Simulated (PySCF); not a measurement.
Bi(Cl)2(SiH3) (BiCl₂H₃Si), SMILES [Bi]([Cl])([Cl])[SiH3].

Geometry: r2SCAN-D4/def2-SVP. The structure was generated by enumeration; whether it is a known compound was not checked. The def2 effective core potentials stand for the cores of Bi; spin–orbit coupling is left out.

These are PBE/def2-TZVP (PySCF) values and carry that method's errors.

The molecule is in vacuum.

| Property | Value |
|---|---|
| total energy | -1425.95624 hartree |
| point group | Cs |
| highest occupied level | -6.35 eV |
| lowest empty level | -3.17 eV |
| orbital gap | 3.18 eV |
| dipole moment | 3.62 D |
| quadrupole, principal values (traceless, Buckingham form, about the centre of nuclear charge) | -6.76, 0.80, 5.97 D·Å |
| mean static polarisability | 103.6 bohr³ (15.35 Å³) |
| polarisability, principal values | 86.1, 107.9, 116.7 bohr³ |
